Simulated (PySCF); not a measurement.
B (boron, neutral) across methods

[He] 2s2 3s1, 2S determinant (an excited configuration). Calculation: PySCF 2.14, in aug-cc-pVDZ-DK; scalar relativity by spin-free X2C-1e.

```
method  E (hartree)  mean ε 2s α (eV)  mean ε 2s β (eV)  mean ε 3s α (eV)  Σ⟨r²⟩ (bohr²)   ⟨S²⟩
r2SCAN     -24.4368           -14.590           -14.508            -1.803          43.65  0.750
  PBE0     -24.4263           -15.667           -15.514            -2.203          43.46  0.750
 TPSSh     -24.4682           -15.063           -14.949            -1.960          43.68  0.750
PBEsol     -24.2862           -14.234           -14.121            -1.791          43.42  0.750
   PBE     -24.4182           -14.375           -14.256            -1.839          43.43  0.750
   LDA     -24.1604           -14.274           -14.133            -1.736          43.06  0.750
 B3LYP     -24.4674           -15.435           -15.309            -2.010          43.10  0.750
   UHF    -24.34979           -18.719           -18.391            -2.939          43.66  0.750
 HSE06     -24.4292           -15.256           -15.100            -1.886          43.49  0.750
```

The outer electron is Rydberg-like, and this basis confines it to a smaller radius and binds it less than a complete one would.
